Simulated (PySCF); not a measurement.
# C₆ coefficients of unlike pairs at PBE

Calculated with PySCF 2.14 from the dipole response of each species, C₆(A,B) = (3/π) ∫ α_A(iu) α_B(iu) du, in atomic units, from isotropic polarisabilities. For ions this is the dispersion term alone; charge-induced terms of lower order in 1/R come first.

```json
{"species": "F²⁺", "configuration": "[He] 2s2 2p3 (4S)", "basis": "x2c-QZVPPall with one added diffuse shell each of s, p, d, f type (8s5p4d3f1g)", "relativity": "spin-free X2C", "α (bohr³)": "1.246", "C₆ (like pair)": "1.586"}
{"species": "Ne⁺", "configuration": "[He] 2s2 2p5 (2P)", "basis": "dyall-av3z (15s9p3d2f)", "relativity": "none", "α (bohr³)": "1.349", "C₆ (like pair)": "2.395"}
{"species": "I⁺", "configuration": "[Kr] 4d10 5s2 5p4 (3P)", "basis": "aug-cc-pVTZ-PP with one added diffuse shell each of d, f type with ECP28MDF (6s5p5d3f)", "relativity": "core potential", "α (bohr³)": "20.69", "C₆ (like pair)": "175.4"}
{"species": "C⁺", "configuration": "[He] 2s2 2p1 (2P)", "basis": "def2-QZVPPD (8s4p4d2f1g)", "relativity": "none", "α (bohr³)": "6.088", "C₆ (like pair)": "14.63"}
```

**Question.** Estimate C₆ for C⁺ with F²⁺.

**Answer.** The integral gives 4.340. The combination rule 2 C_A C_B / (C_A α_B/α_A + C_B α_A/α_B) gives 4.319 and the geometric mean 4.816.

No spin-orbit coupling is included.

The other pairs:

```
    pair     C₆
 I⁺, Ne⁺  17.77
 I⁺, F²⁺  15.08
Ne⁺, F²⁺  1.943
 C⁺, Ne⁺  5.112
  C⁺, I⁺  50.65
```
